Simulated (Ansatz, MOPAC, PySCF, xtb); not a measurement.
Donor–acceptor adduct: GaH3 (SMILES [GaH3]) (first 4 atoms) with C2H6O (SMILES COC); geometry from B3LYP-D3(BJ)/def2-TZVP.
(charge 0, multiplicity 1):
```xyz
13

Ga     0.717     0.240     0.985
H      1.978    -0.697     1.120
H     -0.609    -0.376     0.377
H      0.901     1.806     0.934
C     -0.978     0.993     3.418
O      0.102     0.129     3.056
C     -0.042    -1.195     3.578
H     -1.048     1.054     4.506
H     -1.920     0.621     3.005
H     -0.754     1.972     3.004
H     -0.103    -1.153     4.668
H      0.839    -1.753     3.275
H     -0.940    -1.669     3.173
```

Monomers are frozen at their geometry in the pair; levels with a basis set take the counterpoise correction.

The state that PM6 reach isn't checked.

The values were computed with Ansatz (a first-principles code); MOPAC for PM6 (differences of heats of formation); PySCF for the dispersion terms; xtb for the GFN methods. 

Problem. What interaction energy does B3LYP-D4/def2-TZVPPD give?

Solution. -19.6 kcal/mol

Problem. Estimate the interaction energy that GFN2-xTB returns for this input.

Solution. -31.4 kcal/mol

Problem. Predict the interaction energy from PM6.

Solution. -18.2 kcal/mol
